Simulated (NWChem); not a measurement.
**Ionisation of C2H2F**

```
C
C 1 1.3179
F 2 1.2982 1 130.66
H 1 1.0905 2 120.02 3 180.00
H 1 1.0970 4 119.30 2 180.00
```
Charge 0, spin multiplicity 2.

Everything below was run with NWChem. Structure: optimised with UPBE0/def2-SVP, a minimum by its harmonic frequencies.

Basis set: def2-TZVP. The species with one electron less has spin multiplicity 1 and keeps the geometry of the parent. Δ marks differences of total energies (open shells unrestricted). −ε marks an orbital energy of the parent. That orbital need not have the symmetry of the hole or added electron in the Δ rows. That singlet is a closed-shell solution.

B3LYP has NWChem's definition, with VWN1-RPA local correlation. The structure started from a generated list of species. The unpaired electrons of the parent sit in orbitals of symmetry a' (Cs labels of the run); other states weren't searched. The stability of the SCF solutions was not checked.

Q: One of these methods gave a first vertical ionisation energy of 6.05 eV. Which?
A. ΔPBE
B. −ε(alpha HOMO) of M06-2X
C. −ε(alpha HOMO) of PBE
D. −ε(alpha HOMO) of B3LYP

A: C, −ε(alpha HOMO) of PBE. The others give 7.45 (−ε(alpha HOMO) of B3LYP), 9.08 (−ε(alpha HOMO) of M06-2X), 10.20 (ΔPBE).
